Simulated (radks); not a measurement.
Values are calculated unless marked as measured or tabulated.
Polarisability of the lead ion Pb2+, [Hg], at imaginary frequency. Code: a radial shooting solver on a logarithmic mesh with Libxc functionals. Model: scalar-relativistic Kohn-Sham, LDA (Slater exchange, VWN5 correlation), spin-polarised, spherical densities, finite nucleus; Fermi nuclear charge, rms radius 5.5012 fm. Response by self-consistent Sternheimer equations with the Hartree and adiabatic LDA kernel, the relativistic mass of each level held fixed and spin-orbit coupling left out.

w (hartree),alpha1(iw) (bohr^3),alpha2(iw) (bohr^5)
0.00266,12.95,44.08
0.0143,12.94,44.07
0.0360,12.89,44.00
0.0697,12.74,43.76
0.118,12.37,43.18
0.186,11.63,41.93
0.280,10.42,39.51
0.413,8.752,35.38
0.605,6.881,29.26
0.892,5.083,21.74
1.35,3.498,14.27
2.12,2.152,8.160
3.59,1.094,3.879
6.94,0.4156,1.344
17.5,0.1009,0.2526

Static values: alpha1 = 12.95 bohr^3 (1.918 angstrom^3; uncoupled 25.31), alpha2 = 44.08 bohr^5, alpha3 = 350.4 bohr^7. C6 = 89.94, C8 = 1719, triple-dipole C9 = 780.5 atomic units. One-pole (London) frequency 4 C6 / (3 alpha1^2) = 0.715 hartree, against 1.024 for minus the highest occupied eigenvalue.
